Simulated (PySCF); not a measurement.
# ECD: `BC[C@@H]1C[C@H]1F`, C$_{4}$H$_{8}$BF

Molfile (atoms numbered from 1):
```
C4H8BF
     RDKit          3D

 14 14  0  0  0  0  0  0  0  0999 V2000
    2.1385    0.5961   -0.3212 B   0  0  0  0  0  0  0  0  0  0  0  0
    0.9382    0.1688    0.5980 C   0  0  0  0  0  0  0  0  0  0  0  0
   -0.2029   -0.5563   -0.0820 C   0  0  2  0  0  0  0  0  0  0  0  0
   -1.2946    0.2105   -0.7805 C   0  0  0  0  0  0  0  0  0  0  0  0
   -1.5804   -0.5141    0.4955 C   0  0  1  0  0  0  0  0  0  0  0  0
   -2.3485   -1.6435    0.4329 F   0  0  0  0  0  0  0  0  0  0  0  0
    2.1315    0.3761   -1.4678 H   0  0  0  0  0  0  0  0  0  0  0  0
    3.0486    1.1472    0.1624 H   0  0  0  0  0  0  0  0  0  0  0  0
    1.3217   -0.4602    1.4096 H   0  0  0  0  0  0  0  0  0  0  0  0
    0.5455    1.0572    1.1035 H   0  0  0  0  0  0  0  0  0  0  0  0
    0.0796   -1.4948   -0.5427 H   0  0  0  0  0  0  0  0  0  0  0  0
   -1.7075   -0.2014   -1.6880 H   0  0  0  0  0  0  0  0  0  0  0  0
   -1.2737    1.2890   -0.7518 H   0  0  0  0  0  0  0  0  0  0  0  0
   -1.7967    0.0251    1.4099 H   0  0  0  0  0  0  0  0  0  0  0  0
  1  2  1  0
  2  3  1  0
  3  4  1  0
  4  5  1  0
  5  6  1  0
  5  3  1  0
  1  7  1  0
  1  8  1  0
  2  9  1  0
  2 10  1  0
  3 11  1  6
  4 12  1  0
  4 13  1  0
  5 14  1  1
M  END
```

Computed, not measured: TDDFT CAM-B3LYP/def2-SVPD circular dichroism and optical rotation, one conformer, gas phase (PySCF 2.14.0). Geometry: GFN2-xTB.

The molecule is flexible and this is one conformer; a measurement averages over conformers.

**Question.** Assign R or S to each stereocentre.

**Answer.** C3 R, C5 R.

**Question.** Which excitations and rotatory strengths does the calculation give?

**Answer.** Rotatory strengths R in 10⁻⁴⁰ esu² cm², velocity form and length form (origin at the centre of mass); f in length form.
| state | E (eV) | λ (nm) | f | R (velocity) | R (length) | main |
| --- | --- | --- | --- | --- | --- | --- |
| 1 | 5.42 | 229 | 0.002 | -1.1 | -1.6 | HOMO→LUMO 0.78, HOMO−3→LUMO 0.17 |
| 2 | 5.94 | 209 | 6e-05 | -4.7 | -4.7 | HOMO−2→LUMO 0.78, HOMO−1→LUMO 0.14 |
| 3 | 6.67 | 186 | 0.003 | +9.9 | +9.4 | HOMO−1→LUMO 0.81, HOMO−2→LUMO 0.12 |
| 4 | 7.40 | 168 | 0.006 | +1.1 | +2.2 | HOMO−3→LUMO 0.72, HOMO→LUMO 0.19 |
| 5 | 7.71 | 161 | 0.010 | +16.6 | +16.9 | HOMO→LUMO+1 0.48, HOMO→LUMO+2 0.44 |
| 6 | 7.93 | 156 | 0.011 | +10.1 | +8.5 | HOMO→LUMO+2 0.34, HOMO→LUMO+1 0.32 |
| 7 | 8.12 | 153 | 0.010 | -13.7 | -13.6 | HOMO−4→LUMO 0.81, HOMO−2→LUMO 0.09 |
| 8 | 8.27 | 150 | 0.008 | -14.7 | -15.8 | HOMO−1→LUMO+1 0.45, HOMO−1→LUMO+2 0.37 |

Among the states computed, the strongest CD band (largest |R|) is state 5. The largest dissymmetry factor in size, g = 4R/(D+G), with D and G the electric and magnetic dipole strengths, is -0.74 for state 2 (velocity form, f = 5e-05), among bands with |R| over 0.5. The mirror image has the same energies and oscillator strengths and all R with the opposite sign.
